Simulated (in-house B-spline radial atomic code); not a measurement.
Radial electron density of Ir V (Ir4+), [Ne] 3s2 (3p1/2)1 (3p3/2)4 3d10 4s2 4p6 (4d3/2)4 (4d5/2)5 4f14 5s2 5p6 5d7. All numbers are computed (Dirac-Kohn-Sham PBE, spherical fractional occupations; Fermi nucleus of rms radius 5.4032 fm) with an all-electron radial atomic-structure program (B-spline basis), not measured.

Columns: r (bohr), 4πr²n(r) (electrons per bohr), bar.

```
0.000487    3.077 #
0.000601    4.296 #
0.000741    5.959 ##
0.000914    8.224 ###
 0.00113    11.31 ####
 0.00139    15.32 #####
 0.00171    20.55 ######
 0.00211    27.36 #########
 0.00261    36.02 ###########
 0.00321    46.24 ###############
 0.00396     58.3 ##################
 0.00489    71.63 #######################
 0.00603    85.08 ###########################
 0.00743    97.17 ###############################
 0.00917    106.1 #################################
  0.0113      110 ###################################
  0.0139    108.4 ##################################
  0.0172    102.6 ################################
  0.0212    97.11 ###############################
  0.0261    97.61 ###############################
  0.0322    107.9 ##################################
  0.0398    125.5 ########################################
   0.049    139.6 ############################################
  0.0605    139.2 ############################################
  0.0746    124.4 #######################################
   0.092    111.2 ###################################
   0.113    114.5 ####################################
    0.14    126.1 ########################################
   0.172    119.3 ######################################
   0.213    90.35 ############################
   0.262    71.77 #######################
   0.323    78.59 #########################
   0.399    84.78 ###########################
   0.492    67.47 #####################
   0.607    41.27 #############
   0.748    26.25 ########
   0.923       21 #######
    1.14    16.33 #####
     1.4    10.26 ###
    1.73    4.907 ##
    2.13    1.824 #
    2.63   0.4897 
    3.25  0.08619 
       4 0.009038 
    4.94 0.0004481
```

On this grid the curve has 4 maxima, near 0.0113, 0.049, 0.14, 0.399 bohr.

The 5d5/2 radial function P(r) = rR(r), positive near the nucleus, with its small component Q(r) (sign convention: Q ≈ (P' + κP/r)/2c):

| r (bohr) | P | Q |
| --- | --- | --- |
| 0.00743 | 0.001493 | -0.0001391 |
| 0.0113 | 0.004661 | -0.0004319 |
| 0.0172 | 0.01388 | -0.001276 |
| 0.0261 | 0.03805 | -0.003472 |
| 0.0398 | 0.09421 | -0.008547 |
| 0.0605 | 0.1944 | -0.01774 |
| 0.092 | 0.3019 | -0.02879 |
| 0.14 | 0.2664 | -0.03157 |
| 0.213 | -0.06753 | -0.01491 |
| 0.323 | -0.4452 | 0.01013 |
| 0.492 | -0.2512 | 0.01565 |
| 0.748 | 0.4883 | 0.001512 |
| 1.14 | 0.9441 | -0.008397 |
| 1.73 | 0.7165 | -0.006796 |
| 2.63 | 0.2638 | -0.002325 |
| 4 | 0.03772 | -0.0003143 |
